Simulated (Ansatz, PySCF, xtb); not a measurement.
Dimer: CH5N (SMILES CN) (first 7 atoms) with CH2O2 (SMILES O=CO); geometry from B3LYP-D3(BJ)/def2-TZVP.
(charge 0, multiplicity 1):
```xyz
12

C      0.1951     0.6462     0.1549
N     -0.5601    -0.4425     0.7931
H      0.9855     0.9585     0.8359
H     -0.4698     1.4936    -0.0117
H      0.6467     0.3639    -0.8006
H      0.0563    -1.2240     0.9904
H     -1.3030    -0.7782     0.1909
O      1.1981    -0.1333     3.3673
C      0.1816     0.2483     3.8988
O     -1.0030     0.3544     3.3240
H      0.1370     0.5581     4.9537
H     -0.9283     0.0488     2.3515
```

Counterpoise-corrected where a basis set is named; no monomer relaxation.

Frozen-core correlation.

Codes used: Ansatz (a quantum-chemistry and plane-wave program); PySCF for the dispersion terms; xtb for the GFN methods. Values without a source in brackets are computed.

Problem. One of these levels gives -11.92 kcal/mol for the interaction energy. Name it.
A) GFN1-xTB
B) SCS-MP2/aug-cc-pVDZ
C) r2SCAN-D3(BJ)/def2-TZVPPD

Solution. B, SCS-MP2/aug-cc-pVDZ. The others give -14.04 (GFN1-xTB), -16.05 (r2SCAN-D3(BJ)/def2-TZVPPD)
